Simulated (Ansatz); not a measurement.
B₃W₃, relaxed as a doublet with UKS PBE-D4/def2-SVP in Ansatz, starting from the GFN1-xTB geometry. Force threshold 0.02 eV/Å.

In the def2 sets W takes a core potential; there is no spin–orbit coupling. Another isomer (doublet) lies 1.38 eV lower at PBE0-D4/def2-TZVP; other spin states weren't run for this one.

Start:

```xyz
6

W     1.062   -1.361   -0.620
W     0.351    1.450    0.418
W    -1.207   -0.175   -0.876
B    -0.028   -0.788    1.178
B    -1.288    0.243    1.327
B     1.110    0.630   -1.427
```

(1) Estimate the energy that the relaxation releases and the steps that it takes.

(2) Does the start keep its bonding?

(3) Predict the relaxed structure.

Results:

(1) 132.0 kJ/mol, in 7 steps; 37 s on 4 threads of Arm Neoverse V1 on a shared host. No frequencies were taken in this run, so the end may be a saddle point.

(2) By distances, no bond broke or formed. The bond that changes most is W3–B6, from 2.51 to 2.26 Å (atoms count from 1).

(3) 
```xyz
6

W     0.9798   -1.3864   -0.6496
W     0.2720    1.4193    0.4197
W    -1.0908   -0.0944   -0.8011
B     0.1207   -0.6472    1.0647
B    -1.3188    0.1935    1.2467
B     1.0371    0.5152   -1.2804
```
Bond lengths (bridged metal pairs left out): 8 × B–W 2.00 to 2.29 Å; 3 × W–W 2.37 to 3.08 Å; 1 × B–B 1.68 Å.
